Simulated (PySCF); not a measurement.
**Mn (manganese, neutral) across methods**

[Ar] 3d6 4s1, high-spin 6D determinant (an excited configuration). Computed with PySCF 2.14 in x2c-QZVPPall with one added diffuse shell each of s, p, d, f, g type (12s8p6d5f3g, 128 functions), with scalar relativity by spin-free X2C-1e. The B2PLYP total includes its PT2 part (frozen core); its orbital energies are those of the SCF part.

```tsv
method	E (hartree)	mean ε 4s α (eV)	mean ε 3d α (eV)	mean ε 3d β (eV)	Σ⟨r²⟩ (bohr²)	⟨S²⟩
BLYP	-1158.589	-4.470	-4.296	-1.626	36.88	8.761
r2SCAN	-1158.487	-4.888	-4.669	-1.384	36.15	8.760
UHF	-1157.28205	-6.292	-11.326	-5.992	36.47	8.762
PBE0	-1158.298	-5.148	-6.157	-2.738	36.04	8.756
r2SCANh	-1158.472	-5.102	-5.337	-1.896	35.95	8.760
LDA	-1156.102	-4.814	-4.658	-1.503	36.40	8.759
B2PLYP	-1158.229	-5.510	-7.976	-3.990	36.16	8.763
PBE	-1158.293	-4.629	-4.439	-1.493	36.63	8.756
```
